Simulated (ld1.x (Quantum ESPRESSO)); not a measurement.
## u(r) = r·R(r): atom against pseudo-atom (H)

Columns: radius, all-electron u(r) and pseudo u(r) of the 1s shell (level -12.68 eV) of hydrogen in the configuration 1s0.5; PBE, non-relativistic, PAW scheme, ld1.x (Quantum ESPRESSO) 7.5.

```json
{"r (bohr)": "0.075", "all-electron": "0.1501", "pseudo": "0.0989"}
{"r (bohr)": "0.150", "all-electron": "0.2778", "pseudo": "0.1957"}
{"r (bohr)": "0.225", "all-electron": "0.3855", "pseudo": "0.2885"}
{"r (bohr)": "0.300", "all-electron": "0.4752", "pseudo": "0.3755"}
{"r (bohr)": "0.375", "all-electron": "0.5492", "pseudo": "0.4551"}
{"r (bohr)": "0.450", "all-electron": "0.6090", "pseudo": "0.5262"}
{"r (bohr)": "0.525", "all-electron": "0.6565", "pseudo": "0.5877"}
{"r (bohr)": "0.600", "all-electron": "0.6932", "pseudo": "0.6393"}
{"r (bohr)": "0.675", "all-electron": "0.7203", "pseudo": "0.6806"}
{"r (bohr)": "0.750", "all-electron": "0.7392", "pseudo": "0.7119"}
{"r (bohr)": "0.825", "all-electron": "0.7509", "pseudo": "0.7337"}
{"r (bohr)": "0.900", "all-electron": "0.7565", "pseudo": "0.7468"}
{"r (bohr)": "0.975", "all-electron": "0.7567", "pseudo": "0.7522"}
{"r (bohr)": "1.050", "all-electron": "0.7524", "pseudo": "0.7510"}
{"r (bohr)": "1.125", "all-electron": "0.7443", "pseudo": "0.7444"}
{"r (bohr)": "1.200", "all-electron": "0.7330", "pseudo": "0.7335"}
{"r (bohr)": "1.275", "all-electron": "0.7190", "pseudo": "0.7195"}
{"r (bohr)": "1.350", "all-electron": "0.7029", "pseudo": "0.7031"}
{"r (bohr)": "1.425", "all-electron": "0.6851", "pseudo": "0.6851"}
{"r (bohr)": "1.500", "all-electron": "0.6658", "pseudo": "0.6658"}
{"r (bohr)": "1.575", "all-electron": "0.6456", "pseudo": "0.6456"}
{"r (bohr)": "1.650", "all-electron": "0.6245", "pseudo": "0.6245"}
{"r (bohr)": "1.725", "all-electron": "0.6030", "pseudo": "0.6030"}
{"r (bohr)": "1.800", "all-electron": "0.5812", "pseudo": "0.5812"}
{"r (bohr)": "1.875", "all-electron": "0.5592", "pseudo": "0.5592"}
{"r (bohr)": "1.950", "all-electron": "0.5373", "pseudo": "0.5373"}
```

(1) How many radial nodes do the two functions have?

(2) At about which radius was the pseudo-wave matched?

(3) Is the pseudo-wave norm-conserving?

## Answers

(1) The all-electron 1s function has n − l − 1 = 0; the pseudo-wave has 0.

(2) 1.50 bohr. The columns agree to 0.0005 from 1.35 bohr on; several derivatives are matched, so the curves merge somewhat inside the radius.

(3) No, it belongs to a PAW set: the norm inside the radius is not constrained, and the difference is carried by the augmentation charge.
